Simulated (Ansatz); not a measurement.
```yaml
crystal:
  periodic: [false, false, false]
  atoms:
    - {symbol: C, position_ang: [-1.077371, 2.873444, -0.114234]}
    - {symbol: N, position_ang: [-0.714657, 1.555181, -0.497132]}
    - {symbol: W, position_ang: [-0.959595, -0.177976, -0.618494]}
    - {symbol: O, position_ang: [-2.410115, -0.680449, 0.154732]}
    - {symbol: O, position_ang: [-1.000064, -0.710960, -2.452794]}
    - {symbol: N, position_ang: [0.555247, -0.979765, 0.294070]}
    - {symbol: C, position_ang: [1.779335, -0.347176, 0.725318]}
    - {symbol: C, position_ang: [0.457077, -2.364289, 0.711348]}
    - {symbol: H, position_ang: [-0.308604, 3.300503, 0.539287]}
    - {symbol: H, position_ang: [-1.154020, 3.521713, -0.993722]}
    - {symbol: H, position_ang: [-2.033486, 2.899480, 0.420041]}
    - {symbol: H, position_ang: [-0.755070, -0.126536, -3.171094]}
    - {symbol: H, position_ang: [2.651679, -0.853438, 0.292172]}
    - {symbol: H, position_ang: [1.877602, -0.392136, 1.818389]}
    - {symbol: H, position_ang: [1.797141, 0.696269, 0.415817]}
    - {symbol: H, position_ang: [-0.494298, -2.803325, 0.403306]}
    - {symbol: H, position_ang: [0.525280, -2.448592, 1.803569]}
    - {symbol: H, position_ang: [1.263920, -2.961948, 0.269400]}
basis:
  gaussian: {orbitals: def2-TZVP}
hamiltonian: {xc: {name: revPBE}, dispersion: d3bjatm}
scf: {lower_state_search: off}
output: {forces: true}
```

```sh
$ ansatz run in.yaml --threads 4 --pin off --events-out ev --progress --plain --max-ram 66560MiB --backend cuda --devices 0, --max-vram 37GiB
```

It prints (some lines left out):

```
Functional definition: revPBE
1916 factors; their error is unknown
mean field evaluation 1: about -12143.3865 eV, gradient 1.4e2 eV
mean field evaluation 2: about -11884.8184 eV, gradient 3.6e2 eV
mean field evaluation 4: about -12172.2907 eV, gradient 7.3e1 eV
mean field evaluation 8: about -12181.4442 eV, gradient 4.4e0 eV
mean field evaluation 16: about -12181.4332 eV, gradient 4.0e-2 eV
mean field -12181.43315217 eV, -447.6594114704 hartree, gradient 2.9e-6 eV, S^2 0.000000; 0 other end points of the search recorded, 0 dependent functions left out
reference -12181.43322578 eV, -447.6594141755 hartree; 36, 36 occupied and 281, 281 virtual orbitals, 1916 factors
Total energy: -12182.53233113 eV, -447.6998055522 hartree
Atom 0 at    -1.077371     2.873444    -0.114234 Å, force    -0.056488     0.116344     0.044519 eV/Å
Atom 1 at    -0.714657     1.555181    -0.497132 Å, force     0.304964     0.669046    -0.047975 eV/Å
Atom 2 at    -0.959595    -0.177976    -0.618494 Å, force     0.523656    -0.245524    -0.344276 eV/Å
Atom 3 at    -2.410115    -0.680449     0.154732 Å, force    -1.155112    -0.384741     0.613942 eV/Å
Atom 4 at    -1.000064    -0.710960    -2.452794 Å, force    -0.180618    -0.571203    -0.290068 eV/Å
Atom 5 at     0.555247    -0.979765     0.294070 Å, force     0.077387     0.004750     0.010618 eV/Å
Atom 6 at     1.779335    -0.347176     0.725318 Å, force     0.183177     0.131087     0.049246 eV/Å
Atom 7 at     0.457077    -2.364289     0.711348 Å, force    -0.042553    -0.227662     0.053985 eV/Å
Atom 8 at    -0.308604     3.300503     0.539287 Å, force     0.189693     0.123340     0.170250 eV/Å
Atom 9 at    -1.154020     3.521713    -0.993722 Å, force    -0.024880     0.183968    -0.217548 eV/Å
Atom 10 at    -2.033486     2.899480     0.420041 Å, force    -0.252931     0.032902     0.144918 eV/Å
Atom 11 at    -0.755070    -0.126536    -3.171094 Å, force     0.147201     0.350878    -0.394254 eV/Å
Atom 12 at     2.651679    -0.853438     0.292172 Å, force     0.225607    -0.117996    -0.097818 eV/Å
Atom 13 at     1.877602    -0.392136     1.818389 Å, force     0.040720    -0.006973     0.272120 eV/Å
Atom 14 at     1.797141     0.696269     0.415817 Å, force     0.006859     0.238082    -0.069162 eV/Å
Atom 15 at    -0.494298    -2.803325     0.403306 Å, force    -0.203062    -0.102868    -0.068395 eV/Å
Atom 16 at     0.525280    -2.448592     1.803569 Å, force     0.019174    -0.036265     0.269959 eV/Å
Atom 17 at     1.263920    -2.961948     0.269400 Å, force     0.197205    -0.157164    -0.100059 eV/Å
Dipole moment:     0.667486     0.259896    -0.075417 e Å
Checks for a lower state left out: stability, starts, cluster_reference, orbital_swaps, neighbouring_geometries, increment
```

Run time 4.1 s (4 threads of an AMD EPYC 7R13 on a shared host and a share of an NVIDIA H100 80 GB); peak host memory 0.88 GiB.
